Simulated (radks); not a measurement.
Q: These are the eigenvalues of the occupied orbitals of an atom or ion with whole-number occupations (Ry). Method: non-relativistic Kohn-Sham, r2SCAN, spin-unpolarised, spherical densities, point nucleus; meta-GGA in the generalised Kohn-Sham scheme; computed with a radial shooting solver on a logarithmic mesh with Libxc functionals.

orbital  eigenvalue
1s        -205.8329
2s        -37.90757
2p        -34.63870

Which element is it, and in what charge state? The configuration may be excited.

A: Z = 16, sulfur, charge +10: S10+ in [He] 2s2 2p2. The list shows which subshells hold electrons but not how many an open one holds; the 1s level, -102.92 hartree, gives Z - s = 14.3 by -(Z - s)^2/2, which with screening narrows Z to a few neighbours, and the depths of the outer levels then fix element, charge and occupations together.
